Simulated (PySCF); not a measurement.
AsH3, charge +1, multiplicity 2. Atoms are numbered in the order given.

```xyz
4

As     0.0000     0.0000     0.0343
H     -1.2443    -0.7184    -0.3775
H      0.0000     1.4368    -0.3775
H      1.2443    -0.7184    -0.3775
```
Charge +1, spin multiplicity 2.

Geometry: r2SCAN-D4/def2-TZVPD. The spin state was assumed, not searched.

All values below come from TDA-LC-ωPBE/def2-TZVPD (PySCF 2.14.0).

Vertical excitations; the highest root listed may be one member of a degenerate set. Isolated molecule, no solvent.

```
state    energy (eV)  λ (nm)      f                                                                                                                  main pairs
-------  -----------  ------  -----  --------------------------------------------------------------------------------------------------------------------------
root 1          5.41     229  0.003                                                                                                β HOMO→LUMO (degenerate set)
root 2          5.41     229  0.003                                                                                              β HOMO−1→LUMO (degenerate set)
root 3          7.26     171  0.000                                                                                                            α HOMO→LUMO 93 %
root 4          7.64     162  0.025                                                                                              α HOMO→LUMO+2 (degenerate set)
root 5          7.64     162  0.025                                                                                              α HOMO→LUMO+1 (degenerate set)
root 6          9.47     131  0.000             α HOMO−2→LUMO, α HOMO−1→LUMO+1, α HOMO−2→LUMO+2, β HOMO→LUMO+1, β HOMO−1→LUMO+2, β HOMO→LUMO+3 (degenerate set)
root 7          9.47     131  0.000           α HOMO−1→LUMO, α HOMO−2→LUMO+1, α HOMO−1→LUMO+2, β HOMO−1→LUMO+1, β HOMO→LUMO+2, β HOMO−1→LUMO+3 (degenerate set)
root 8         10.08     123  0.007  α HOMO−2→LUMO+2 21 %, α HOMO−1→LUMO+1 21 %, α HOMO→LUMO+3 6 %, β HOMO→LUMO+3 17 %, β HOMO−1→LUMO+2 17 %, β HOMO−2→LUMO 8 %
root 9         10.26     121  0.212                                                                                                          α HOMO→LUMO+3 84 %
root 10        10.73     116  0.000                                        α HOMO−1→LUMO+2 27 %, α HOMO−2→LUMO+1 27 %, β HOMO−1→LUMO+3 20 %, β HOMO→LUMO+2 20 %
```
Unrestricted roots are not spin-pure.
